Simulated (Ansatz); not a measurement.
A nudged elastic band was laid between two geometries of C3H9NSi (14 atoms, charge 0, multiplicity 1).

All numbers below come from RKS B3LYP-D4/STO-3G (Ansatz).

```yaml
movable_images: 9
climbing_image: yes
spring: 5.0 eV/Å²
optimiser: quadratic models (default)
start_path: IDPP
force_threshold: 0.03 eV/Å
iteration_limit: 43
end_points: relaxed
```

Image 0:

```xyz
14
Properties=species:S:1:pos:R:3
C -0.520 1.745 -0.336
N 0.430 0.588 -0.154
C 0.264 -0.111 1.214
Si 0.508 -1.762 0.344
C 0.105 -0.603 -1.084
H -1.588 1.466 -0.206
H -0.271 2.530 0.400
H -0.388 2.159 -1.351
H 1.002 0.257 1.947
H -0.748 0.019 1.644
H -0.437 -2.819 0.635
H 1.857 -2.281 0.362
H 0.730 -0.586 -1.993
H -0.958 -0.631 -1.393
```

Image 10:

```xyz
14
Properties=species:S:1:pos:R:3
C -0.535 1.768 -0.139
N 0.417 0.614 0.054
C -0.006 -0.324 1.205
Si 0.519 -1.786 0.141
C 0.382 -0.392 -1.117
H -0.502 2.412 0.757
H -0.207 2.360 -1.012
H -1.588 1.451 -0.305
H 0.533 -0.084 2.138
H -1.093 -0.292 1.413
H -0.407 -2.890 0.019
H 1.856 -2.283 0.380
H 1.197 -0.201 -1.836
H -0.578 -0.382 -1.668
```

Which bonds break or form, and what moves?

No bond is made or broken. The dihedral H8–C1–N2–C5 goes from -65 to 56°. The two ends are copies of one structure, up to a mirror image or an exchange of like atoms.

What energy profile does the band end with?

The forces met the threshold. The highest image is number 5 of 0 to 10, 3.3 kcal/mol above the ends, which have the same energy within 2 meV. A vibrational analysis at the climbing image gives one clearly imaginary mode, 234i cm⁻¹: a first-order saddle point. Limits of this set-up: minimal basis.

| image | path coordinate (Å) | energy (kcal/mol) | dihedral H8–C1–N2–C5 (°) |
| --- | --- | --- | --- |
| 0 | 0.00 | 0.0 | -65 |
| 1 | 0.35 | 0.3 | -53 |
| 2 | 0.71 | 1.1 | -41 |
| 3 | 1.06 | 2.2 | -28 |
| 4 | 1.41 | 3.0 | -15 |
| 5 | 1.77 | 3.3 | -3 |
| 6 | 2.12 | 3.0 | 9 |
| 7 | 2.47 | 2.2 | 21 |
| 8 | 2.83 | 1.2 | 33 |
| 9 | 3.18 | 0.3 | 44 |
| 10 | 3.53 | 0.0 | 56 |

What is the geometry of the highest image?


```xyz
14
Properties=species:S:1:pos:R:3:forces:R:3
C -0.521 1.790 -0.212 -0.02 0.03 -0.01
N 0.385 0.596 0.015 0.01 -0.03 0.00
C 0.004 -0.282 1.218 -0.01 0.00 -0.01
Si 0.522 -1.790 0.216 0.00 0.00 0.00
C 0.355 -0.457 -1.104 -0.01 0.00 0.01
H -1.296 1.858 0.575 0.01 0.00 0.00
H 0.067 2.728 -0.193 0.00 0.00 0.00
H -1.028 1.725 -1.192 0.01 0.00 0.01
H 0.565 0.006 2.125 0.00 0.00 0.00
H -1.077 -0.251 1.458 0.00 0.00 0.00
H -0.406 -2.899 0.159 0.00 0.00 0.00
H 1.862 -2.274 0.455 0.00 0.00 0.00
H 1.164 -0.293 -1.838 0.00 0.00 0.00
H -0.607 -0.486 -1.653 0.00 0.00 0.00
```

What are the harmonic wavenumbers there?

234i, 130, 345, 383, 509, 581, 643, 768, 779, 901, 916, 949, 985, 1061, 1110, 1162, 1199, 1221, 1237, 1262, 1338, 1378, 1578, 1663, 1664, 1678, 1686, 2649, 2698, 3260, 3274, 3279, 3401, 3403, 3418, 3436 cm⁻¹.

Time of the run: 120 s on 1 CPU thread of a shared host.
